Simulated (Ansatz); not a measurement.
Frontier orbitals of `FC1=N[SiH]1Cl`.

```json
{"atom": "F1", "x (Å)": "-2.172", "y (Å)": "-0.836", "z (Å)": "0.403"}
{"atom": "C2", "x (Å)": "-0.925", "y (Å)": "-0.441", "z (Å)": "0.321"}
{"atom": "N3", "x (Å)": "0.089", "y (Å)": "-0.923", "z (Å)": "0.914"}
{"atom": "Si4", "x (Å)": "0.526", "y (Å)": "0.425", "z (Å)": "-0.155"}
{"atom": "Cl5", "x (Å)": "1.519", "y (Å)": "0.059", "z (Å)": "-1.879"}
{"atom": "H6", "x (Å)": "0.961", "y (Å)": "1.715", "z (Å)": "0.396"}
```

The species carries charge 0 and has multiplicity 1. The structure was optimised at the PBE0-D4/def2-TZVP level. Basis def2-TZVPP, Ansatz 0.2.0.

```
functional  HOMO (eV)  LUMO (eV)  gap (eV)
       PBE      -6.38      -1.91      4.47
      BLYP      -6.26      -1.77      4.49
      PBE0      -7.71      -0.95      6.76
     BHLYP      -8.97      -0.03      8.94
   LC-ωPBE     -10.42       1.25     11.67
   ωB97M-V      -9.95       0.92     10.87
        HF     -10.93       2.27     13.20
```

(1) What is the vertical ionisation energy at frozen-core CCSD(T)/CBS(def2)? (Estimate.)

Results:

(1) Computed: 10.12 eV (T1 of the cation 0.029).

A quarter of exact exchange (PBE0) shifts PBE's HOMO by −1.33 eV and its LUMO by +0.97 eV; full exchange at long range (ωB97M-V) shifts them by −3.57 and +2.83 eV. The gap opens from 4.46 to 10.87 eV, since occupied levels lose self-interaction and empty ones feel all the electrons. A positive LUMO is unbound and depends on the basis. −ε(HOMO) differs from that ionisation energy by −3.74 eV with PBE and −0.17 eV with ωB97M-V.

LC-ωPBE has ω = 0.4 bohr⁻¹.
